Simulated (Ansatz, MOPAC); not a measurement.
System: TiF₃ (charge +1, singlet). SMILES of the parent species: [Ti]([F])([F])[F]

Atoms: Ti1, F2, F3, F4. Bonds: Ti1-F2, Ti1-F3, Ti1-F4.

Bond lengths (Å) and angles (degrees) optimised at PM6 with MOPAC; PM7 with MOPAC; HF/STO-3G with Ansatz (a quantum-chemistry and plane-wave program); PBE/6-31G* with LANL2DZ past Ar with Ansatz, each started from the B3LYP-D3(BJ)/def2-TZVP structure (Ansatz) of the last column. A row stands for all coordinates that are equal there. 6-31G* holds six Cartesian d functions. No wavenumbers were computed at HF/STO-3G, PBE/6-31G* with LANL2DZ past Ar, so these may be saddle points.

```csv
coordinate,PM6,PM7,HF/STO-3G,PBE/6-31G* with LANL2DZ past Ar,B3LYP-D3(BJ)/def2-TZVP
Ti1-F2,1.768,1.683,1.673,1.706,1.699
F2-Ti1-F3,120.0,110.8,119.4,109.5,112.6
```

Mean signed difference of all 3 bond lengths from B3LYP-D3(BJ)/def2-TZVP: PM6 0.069 Å, PM7 -0.016 Å, HF/STO-3G -0.026 Å, PBE/6-31G* with LANL2DZ past Ar 0.007 Å.
